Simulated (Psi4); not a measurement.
Input file for Psi4: SAPT0/jun-cc-pV(D+d)Z on BH6NO3 (a complex), monomers drawn apart or pushed together.

```
memory 2025 MB

molecule dimer {
0 1
O    -0.00238246   -0.57182165   -1.19766515
B    -0.15521205   -0.19618015    0.11023842
O    -1.36114706    0.38326404    0.47839581
O     0.87793735   -0.41176198    0.96646611
H    -0.78684169   -0.37711461   -1.71828124
H    -1.39826234    0.62138552    1.40847667
H     0.69823798   -0.11936347    1.88130217
--
0 1
N     0.52175559    0.56619480    4.43711295
H     0.42248215    1.55948690    4.61664036
H    -0.19149891    0.08327714    4.97258844
H     1.42079740    0.28293391    4.81347886
units angstrom
symmetry c1
no_reorient
no_com
}

set {
  basis jun-cc-pV(D+d)Z
  scf_type df
  freeze_core true
}

energy('sapt0')
```

Program output:

```
[...]
==> Input File <==

--------------------------------------------------------------------------
memory 2025 MB

molecule dimer {
0 1
O    -0.00238246   -0.57182165   -1.19766515
B    -0.15521205   -0.19618015    0.11023842
O    -1.36114706    0.38326404    0.47839581
O     0.87793735   -0.41176198    0.96646611
H    -0.78684169   -0.37711461   -1.71828124
H    -1.39826234    0.62138552    1.40847667
H     0.69823798   -0.11936347    1.88130217
--
0 1
N     0.52175559    0.56619480    4.43711295
H     0.42248215    1.55948690    4.61664036
H    -0.19149891    0.08327714    4.97258844
H     1.42079740    0.28293391    4.81347886
units angstrom
symmetry c1
no_reorient
no_com
}

set {
  basis jun-cc-pV(D+d)Z
  scf_type df
  freeze_core true
}

energy('sapt0')
--------------------------------------------------------------------------


   => Loading Basis Set <=

    Name: JUN-CC-PV(D+D)Z
    Role: ORBITAL
    Keyword: BASIS
    atoms 1, 3-4    entry O          line   256 file jun-cc-pv_dpd_z.gbs
    atoms 2         entry B          line   154 file jun-cc-pv_dpd_z.gbs
    atoms 5-7, 9-11 entry H          line    60 file jun-cc-pv_dpd_z.gbs
    atoms 8         entry N          line   222 file jun-cc-pv_dpd_z.gbs

   => Loading Basis Set <=

    Name: JUN-CC-PV(D+D)Z
    Role: ORBITAL
    Keyword: BASIS
    atoms 1, 3-4    entry O          line   256 file jun-cc-pv_dpd_z.gbs
    atoms 2         entry B          line   154 file jun-cc-pv_dpd_z.gbs
    atoms 5-7, 9-11 entry H          line    60 file jun-cc-pv_dpd_z.gbs
    atoms 8         entry N          line   222 file jun-cc-pv_dpd_z.gbs


  //>>>>>>>>>>>>>>>>>>>>>>>>>>>>>>>>>>>//
  //              Dimer HF             //
  //<<<<<<<<<<<<<<<<<<<<<<<<<<<<<<<<<<<//

   => Libint2 <=

    Primary   basis highest AM E, G, H:  7, 6, 3
    Auxiliary basis highest AM E, G, H:  7, 7, 4
    Onebody   basis highest AM E, G, H:  -, -, -
    Solid Harmonics ordering:            Gaussian


   => Loading Basis Set <=

    Name: JUN-CC-PV(D+D)Z
    Role: ORBITAL
    Keyword: BASIS
    atoms 1, 3-4    entry O          line   256 file jun-cc-pv_dpd_z.gbs
    atoms 2         entry B          line   154 file jun-cc-pv_dpd_z.gbs
    atoms 5-7, 9-11 entry H          line    60 file jun-cc-pv_dpd_z.gbs
    atoms 8         entry N          line   222 file jun-cc-pv_dpd_z.gbs


         ---------------------------------------------------------
                                   SCF
               by Justin Turney, Rob Parrish, Andy Simmonett
                          and Daniel G. A. Smith
                              RHF Reference
                        1 Threads,   1931 MiB Core
         ---------------------------------------------------------

  ==> Geometry <==

    Molecular point group: c1
    Full point group: C1

    Geometry (in Angstrom), charge = 0, multiplicity = 1:

       Center              X                  Y                   Z               Mass
    ------------   -----------------  -----------------  -----------------  -----------------
         O           -0.002382460000    -0.571821650000    -1.197665150000    15.994914619570
         B           -0.155212050000    -0.196180150000     0.110238420000    11.009305360000
         O           -1.361147060000     0.383264040000     0.478395810000    15.994914619570
         O            0.877937350000    -0.411761980000     0.966466110000    15.994914619570
         H           -0.786841690000    -0.377114610000    -1.718281240000     1.007825032230
         H           -1.398262340000     0.621385520000     1.408476670000     1.007825032230
         H            0.698237980000    -0.119363470000     1.881302170000     1.007825032230
         N            0.521755590000     0.566194800000     4.437112950000    14.003074004430
         H            0.422482150000     1.559486900000     4.616640360000     1.007825032230
         H           -0.191498910000     0.083277140000     4.972588440000     1.007825032230
         H            1.420797400000     0.282933910000     4.813478860000     1.007825032230

  Running in c1 symmetry.

  Rotational constants: A =      0.29383  B =      0.04077  C =      0.03666 [cm^-1]
  Rotational constants: A =   8808.80061  B =   1222.34620  C =   1099.03890 [MHz]
  Nuclear repulsion =  165.580732291936272

  Charge       = 0
  Multiplicity = 1
  Electrons    = 42
  Nalpha       = 21
  Nbeta        = 21

  ==> Algorithm <==

  SCF Algorithm Type is DF.
  DIIS enabled.
  MOM disabled.
  Fractional occupation disabled.
  Guess Type is SAD.
  Energy threshold   = 1.00e-08
  Density threshold  = 1.00e-08
  Integral threshold = 1.00e-12

  ==> Primary Basis <==

  Basis Set: JUN-CC-PV(D+D)Z
    Blend: JUN-CC-PV(D+D)Z
    Number of shells: 58
    Number of basis functions: 120
    Number of Cartesian functions: 125
    Spherical Harmonics?: true
    Max angular momentum: 2

   => Loading Basis Set <=

    Name: (JUN-CC-PV(D+D)Z AUX)
    Role: JKFIT
    Keyword: DF_BASIS_SCF
    atoms 1
[...]
             11.9254327443192878
    One-Electron Energy =                 -99.4990877974482970
    Two-Electron Energy =                  31.3706432570454972
    Total Energy =                        -56.2030117960835156

Computation Completed


Properties will be evaluated at   0.000000,   0.000000,   0.000000 [a0]

Properties computed using the SCF density matrix


 Multipole Moments:

 ------------------------------------------------------------------------------------
     Multipole            Electronic (a.u.)      Nuclear  (a.u.)        Total (a.u.)
 ------------------------------------------------------------------------------------

 L = 1.  Multiply by 2.5417464519 to convert [e a0] to [Debye]
 Dipole X            :         -9.9697604           10.0232392            0.0534789
 Dipole Y            :        -10.9922743           11.1287135            0.1364391
 Dipole Z            :        -85.2535483           85.9116708            0.6581225
 Magnitude           :                                                    0.6742409

 ------------------------------------------------------------------------------------

  Constructing Basis Sets for SAPT...

   => Loading Basis Set <=

    Name: (JUN-CC-PV(D+D)Z AUX)
    Role: RIFIT
    Keyword: DF_BASIS_SAPT
    atoms 1, 3-4    entry O          line   188 file jun-cc-pvdz-ri.gbs
    atoms 2         entry B          line    56 file jun-cc-pvdz-ri.gbs
    atoms 5-7, 9-11 entry H          line    30 file jun-cc-pvdz-ri.gbs
    atoms 8         entry N          line   144 file jun-cc-pvdz-ri.gbs

   => Loading Basis Set <=

    Name: (JUN-CC-PV(D+D)Z AUX)
    Role: JKFIT
    Keyword: DF_BASIS_ELST
    atoms 1, 3-4    entry O          line   258 file jun-cc-pvdz-jkfit.gbs
    atoms 2         entry B          line    90 file jun-cc-pvdz-jkfit.gbs
    atoms 5-7, 9-11 entry H          line    70 file jun-cc-pvdz-jkfit.gbs
    atoms 8         entry N          line   202 file jun-cc-pvdz-jkfit.gbs


  //>>>>>>>>>>>>>>>>>>>>>>>>>>>>>>>>>>>//
  //               SAPT0               //
  //<<<<<<<<<<<<<<<<<<<<<<<<<<<<<<<<<<<//



        SAPT0
    Ed Hohenstein
     6 June 2009

      Orbital Information
  --------------------------
    NSO        =       120
    NMO        =       120
    NRI        =       409
    NRI (Elst) =       533
    NOCC A     =        16
    NOCC B     =         5
    FOCC A     =         4
    FOCC B     =         1
    NVIR A     =       104
    NVIR B     =       115

    Elst10,r            =    -0.009976585126 [Eh]
    Exch10              =     0.001961954159 [Eh]
    Exch10 (S^2)        =     0.001958452691 [Eh]

    Maxiter = 50
    CPHF R converge = 1.000000E-08

    Iter     Energy [mEh]          dE [mEh]         Residual      Time [s]
       1      -0.29457985       0.294579849     3.988915e-03             0
       2      -0.34055900       0.045979150     1.971416e-03             0
       3      -0.36307574       0.022516736     4.819717e-04             0
       4      -0.36373890       0.000663167     1.283842e-04             0
       5      -0.36269624      -0.001042667     3.450204e-05             1
       6      -0.36265662      -0.000039616     1.249733e-05             1
       7      -0.36272442       0.000067804     3.908052e-06             1
       8      -0.36273467       0.000010252     8.511127e-07             1
       9      -0.36272929      -0.000005386     2.036234e-07             1
      10      -0.36272940       0.000000107     7.601710e-08             1
      11      -0.36272965       0.000000258     1.820545e-08             1
      12      -0.36272965      -0.000000003     4.243864e-09             1

    CHF Iterations converged

    Maxiter = 50
    CPHF R converge = 1.000000E-08

    Iter     Energy [mEh]          dE [mEh]         Residual      Time [s]
       1      -0.90425399       0.904253987     5.549140e-03             0
       2      -1.17279054       0.268536553     2.483168e-03             0
       3      -1.20515607       0.032365526     5.632965e-04             0
       4      -1.20079446      -0.004361605     1.475224e-04             0
       5      -1.19951016      -0.001284299     2.526052e-05             0
       6      -1.19986784       0.000357680     4.900493e-06             0
       7      -1.19982006      -0.000047778     1.009521e-06             0
       8      -1.19982468       0.000004612     2.034805e-07             0
       9      -1.19982462      -0.000000051     3.320506e-08             0
      10      -1.19982451      -0.000000117     3.990985e-09             0

    CHF Iterations converged

    Ind20,r (A<-B)      =    -0.000362729650 [Eh]
    Ind20,r (B<-A)      =    -0.001199824506 [Eh]
    Ind20,r             =    -0.001562554157 [Eh]
    Exch-Ind20,r (A<-B) =     0.000017500793 [Eh]
    Exch-Ind20,r (B<-A) =     0.000520924634 [Eh]
    Exch-Ind20,r        =     0.000538425427 [Eh]
    Disp20              =    -0.001105417370 [Eh]
    Disp20 (SS)         =    -0.000552708685 [Eh]
    Disp20 (OS)         =    -0.000552708685 [Eh]
    Exch-Disp20         =     0.000122650753 [Eh]
    Exch-Disp20 (SS)    =     0.000072691225 [Eh]
    Exch-Disp20 (OS)    =     0.000049959527 [Eh]

    SAPT Results
  --------------------------------------------------------------------------------------------------------
    Electrostatics                 -9.97658513 [mEh]      -6.26040168 [kcal/mol]     -26.19352064 [kJ/mol]
      Elst10,r                     -9.97658513 [mEh]      -6.26040168 [kcal/mol]     -26.19352064 [kJ/mol]

    Exchange                        1.96195416 [mEh]       1.23114482 [kcal/mol]       5.15110993 [kJ/mol]
      Exch10                        1.96195416 [mEh]       1.23114482 [kcal/mol]       5.15110993 [kJ/mol]
      Exch10(S^2)                   1.95845269 [mEh]       1.22894762 [kcal/mol]       5.14191683 [kJ/mol]

    Induction                      -1.33305054 [mEh]      -0.83650184 [kcal/mol]      -3.49992371 [kJ/mol]
      Ind20,r                      -1.56255416 [mEh]      -0.98051754 [kcal/mol]      -4.10248537 [kJ/mol]
      Exch-Ind20,r                  0.53842543 [mEh]       0.33786706 [kcal/mol]       1.41363576 [kJ/mol]
      delta HF,r (2)               -0.30892181 [mEh]      -0.19385136 [kcal/mol]      -0.81107410 [kJ/mol]

    Dispersion                     -0.98276662 [mEh]      -0.61669536 [kcal/mol]      -2.58025340 [kJ/mol]
      Disp20                       -1.10541737 [mEh]      -0.69365987 [kcal/mol]      -2.90227290 [kJ/mol]
      Exch-Disp20                   0.12265075 [mEh]       0.07696451 [kcal/mol]       0.32201951 [kJ/mol]
      Disp20 (SS)                  -0.55270868 [mEh]      -0.34682994 [kcal/mol]      -1.45113645 [kJ/mol]
      Disp20 (OS)                  -0.55270868 [mEh]      -0.34682994 [kcal/mol]      -1.45113645 [kJ/mol]
      Exch-Disp20 (SS)              0.07269123 [mEh]       0.04561443 [kcal/mol]       0.19085079 [kJ/mol]
      Exch-Disp20 (OS)              0.04995953 [mEh]       0.03135008 [kcal/mol]       0.13116872 [kJ/mol]

  Total HF                         -9.34768151 [mEh]      -5.86575870 [kcal/mol]     -24.54233442 [kJ/mol]
  Total SAPT0                     -10.33044812 [mEh]      -6.48245407 [kcal/mol]     -27.12258781 [kJ/mol]

  Special recipe for scaled SAPT0 (see Manual):
    Electrostatics sSAPT0          -9.97658513 [mEh]      -6.26040168 [kcal/mol]     -26.19352064 [kJ/mol]
    Exchange sSAPT0                 1.96195416 [mEh]       1.23114482 [kcal/mol]       5.15110993 [kJ/mol]
    Induction sSAPT0               -1.33015746 [mEh]      -0.83468641 [kcal/mol]      -3.49232793 [kJ/mol]
    Dispersion sSAPT0              -0.98210759 [mEh]      -0.61628182 [kcal/mol]      -2.57852312 [kJ/mol]
  Total sSAPT0                    -10.32689602 [mEh]      -6.48022509 [kcal/mol]     -27.11326176 [kJ/mol]
  --------------------------------------------------------------------------------------------------------



*** Psi4 exiting successfully. Buy a developer a beer!
```

The run finished.

Cost: around 15 core-seconds (rough).
